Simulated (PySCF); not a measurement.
## Correlation energy of Tc⁺ (technetium, charge +1)

Starting occupation: [Kr] 4d4 5s2, 4d5/2 with m_j = -1/2, +1/2, +3/2, +5/2. Computed with PySCF 2.14 in x2c-TZVPall-2c (8s9p7d1f, 77 functions), with X2C-1e with screened-nucleus spin-orbit coupling, Gaussian nucleus. Frozen: [Ar] 3d10; 14 electrons correlated; the 6 highest virtual spinors left out.

MP2 pair energies summed by pair of shells (mhartree):

```tsv
pair	energy	share (%)
4d-4p	-102.55	31.4
4p-4p	-76.06	23.3
4d-5s	-32.13	9.8
4p-5s	-28.18	8.6
4d-4d	-28.02	8.6
4p-4s	-23.40	7.2
5s-5s	-20.18	6.2
4d-4s	-9.89	3.0
4s-4s	-4.24	1.3
4s-5s	-1.76	0.5
```

Total MP2 correlation energy: -326.40 mhartree.

The GHF reference relaxed away from the jj start to a determinant that is no pure jj level (⟨S²⟩ = 5.98, ⟨J²⟩ = 20.14); the energies belong to that determinant.

This basis was not built for core-valence correlation, so the inner-shell part is incomplete.
